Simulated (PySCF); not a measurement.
In(F)2(SiH3) (F2H3InSi), SMILES [F][In]([F])[SiH3]. Atoms are numbered in the order given.

```xyz
7

In    -0.2120     0.1180    -0.1425
F     -1.9995    -0.6207    -0.4580
F     -0.1672     1.8620    -1.0358
Si     1.6948    -0.9628     1.1599
H      2.1938     0.0213     2.1613
H      2.7750    -1.3031     0.1908
H      1.1926    -2.1915     1.8348
```
Charge 0, spin multiplicity 1.

Coordinates come from a r2SCAN-D4/def2-SVP optimisation. The def2 effective core potentials stand for the cores of In; spin–orbit coupling is left out.

These are C-PCM-B3LYP/def2-SVP (PySCF 2.14.0) values and carry that method's errors.

The values are the electrostatic part of the solvation free energy, E(continuum) − E(gas) at the gas-phase geometry, in a cavity of scaled van der Waals radii (PySCF's table); cavitation and dispersion terms are not included. A continuum can't describe solvent molecules that bind to the metal. In vacuum the orbital gap is 6.47 eV. The dipole moment in vacuum is 4.68 D.

```tsv
solvent	ε	ΔG(elec) (kcal/mol)	dipole (D)	gap (eV)
water	78.36	-12.3	5.59	6.65
chloroform	4.71	-9.6	5.38	6.66
acetonitrile	35.69	-12.1	5.58	6.65
```
